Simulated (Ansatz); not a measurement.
A nudged elastic band was laid between two geometries of C2H9AlSSi (14 atoms, charge 0, multiplicity 1).

The calculation used RKS BLYP-D4/def2-SVP in Ansatz 0.2.0.

- movable images: 5
- climbing image: yes
- spring: 5.0 eV/Å²
- optimiser: quadratic models (default)
- start path: through a guess of the saddle point
- force threshold: 0.03 eV/Å
- iteration limit: 60
- end points: relaxed

Image 0:

```xyz
14
Properties=species:S:1:pos:R:3
C -2.458 0.180 -1.291
Al -0.910 -0.995 -0.933
Si 0.715 -0.439 0.847
C 1.470 1.310 0.692
S 2.288 -1.968 0.712
H -2.394 0.595 -2.323
H -3.408 -0.398 -1.255
H -2.552 1.035 -0.591
H -0.718 -2.311 -1.824
H 0.070 -0.514 2.213
H 2.001 1.429 -0.274
H 0.678 2.087 0.756
H 2.197 1.497 1.508
H 3.008 -1.537 1.791
```

Image 6:

```xyz
14
Properties=species:S:1:pos:R:3
C -2.445 0.276 -1.455
Al -1.082 -0.917 -0.640
Si 0.168 -0.223 1.360
C 1.174 1.403 0.975
S 1.860 -1.831 1.014
H -2.364 0.266 -2.565
H -3.469 -0.090 -1.217
H -2.378 1.332 -1.121
H -1.116 -2.464 -1.097
H 2.791 -1.486 0.044
H 1.782 1.378 0.047
H 0.437 2.228 0.865
H 1.838 1.675 1.823
H 2.791 -1.575 1.997
```

**Question.** Which bonds break or form, and what moves?

**Answer.** Bonds broken: Si3–H10. Bonds formed: S5–H10.

**Question.** Give the energies along the band, and the barrier.

**Answer.** The forces met the threshold. The highest image is number 3 of 0 to 6, 2.54 eV above the first end and 0.53 eV above the last; the last end lies 2.01 eV above the first. A vibrational analysis at the climbing image gives one clearly imaginary mode, 286i cm⁻¹: a first-order saddle point. The orbitals stay closed-shell, which can raise the energy where a bond breaks towards radicals; this wasn't checked here.

| image | path coordinate (Å) | energy (eV) | Si3–H10 (Å) | S5–H10 (Å) |
| --- | --- | --- | --- | --- |
| 0 | 0.00 | 0.00 | 1.51 | 3.05 |
| 1 | 2.22 | 1.17 | 1.53 | 2.44 |
| 2 | 4.44 | 2.02 | 3.01 | 1.39 |
| 3 | 6.65 | 2.54 | 2.81 | 1.36 |
| 4 | 7.70 | 2.36 | 3.09 | 1.36 |
| 5 | 8.74 | 2.03 | 3.21 | 1.39 |
| 6 | 9.78 | 2.01 | 3.20 | 1.39 |

**Question.** What is the geometry of the highest image?

**Answer.** 
```xyz
14
Properties=species:S:1:pos:R:3:forces:R:3
C -2.596 0.181 -1.224 0.00 0.00 0.00
Al -0.936 -0.704 -0.597 0.00 0.00 0.00
Si 0.301 0.157 1.401 0.00 0.00 0.00
C 1.578 1.414 0.654 0.00 0.00 0.00
S 2.213 -2.224 1.436 0.00 0.00 0.00
H -2.532 0.392 -2.315 0.00 0.00 0.00
H -3.466 -0.499 -1.093 0.00 0.00 0.00
H -2.833 1.133 -0.708 0.00 0.00 0.00
H -0.509 -2.068 -1.337 0.00 0.00 0.00
H 1.983 -1.732 0.185 0.00 0.00 0.00
H 2.078 1.111 -0.288 0.00 0.00 0.00
H 0.995 2.337 0.424 0.00 0.00 0.00
H 2.352 1.689 1.398 0.00 0.00 0.00
H 1.359 -1.217 2.094 0.00 0.00 0.00
```

**Question.** What are the harmonic wavenumbers there?

**Answer.** 286i, 27, 54, 69, 88, 92, 115, 124, 185, 320, 365, 400, 458, 511, 577, 590, 610, 667, 740, 783, 1170, 1182, 1205, 1373, 1384, 1390, 1400, 1418, 1812, 2586, 2925, 2931, 3000, 3006, 3032, 3041 cm⁻¹.

The band took 31 iterations and of the order of 15 core-minutes.

Time of the run: 7.6 min on 2 threads of Arm Neoverse V1, on a shared host, peak memory 0.18 GiB.
